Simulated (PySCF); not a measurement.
## Vibration and rotation of LaBr

PBE constants of LaBr, triplet, about 0.0 electrons in the 4f shell (Mulliken) (La x2c-TZVPall, Br x2c-TZVPall; spin-free X2C with a Gaussian nucleus (PySCF 2.14); masses 138.9063 and 78.9183 u):

```
ωe                      : 222.7 cm⁻¹
ωexe                    : 0.482 cm⁻¹
Be                      : 0.046081 cm⁻¹
αe                      : 0.000135 cm⁻¹
D (centrifugal)         : 7.89e-09 cm⁻¹
De to La (5d1 6s2) + Br : 4.70 eV
```

Task: Give the vibrational terms G(v) and spacings up to v = 6.

Result: G(v) = ωe(v+½) − ωexe(v+½)².

```csv
v,G(v) (cm⁻¹),G(v) − G(v−1),Bv (cm⁻¹)
0,111.2,,0.04601
1,333.0,221.7,0.04588
2,553.7,220.8,0.04574
3,773.5,219.8,0.04561
4,992.4,218.8,0.04547
5,1210.3,217.9,0.04534
6,1427.2,216.9,0.04520
```

Task: How well does the Morse estimate ωe²/(4ωexe) reproduce De, and what is D0?

Result: It gives 3.19 eV, 68 % of the computed De. D0 = De − G(0) = 4.70 − 0.01 = 4.69 eV.

Spin–orbit coupling is left out, which matters for elements this heavy, above all for dissociation energies. The state is the lowest single determinant that the PBE0 search found; with open d or f shells the true ground state can be another one.
